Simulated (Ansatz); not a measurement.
AlH5O3Si, SMILES `[OH][Al]([OH])[O][SiH3]`, charge 0, multiplicity 1.

(1) Give a relaxed structure at PBE0-D4/def2-TZVP (Ansatz). (Estimate.)

Results:

(1) The calculation gave: 
Cartesian coordinates in Å:
```
O -1.649 -1.947 0.833
Al -0.295 -0.951 0.943
O 0.711 -1.188 2.273
O 0.034 0.219 -0.216
Si 0.405 1.340 -1.326
H -2.273 -1.886 0.112
H 1.501 -0.673 2.417
H -0.058 0.906 -2.672
H -0.251 2.631 -0.988
H 1.877 1.551 -1.376
```
Point group Cs.
This is one stationary point; other conformers may exist.
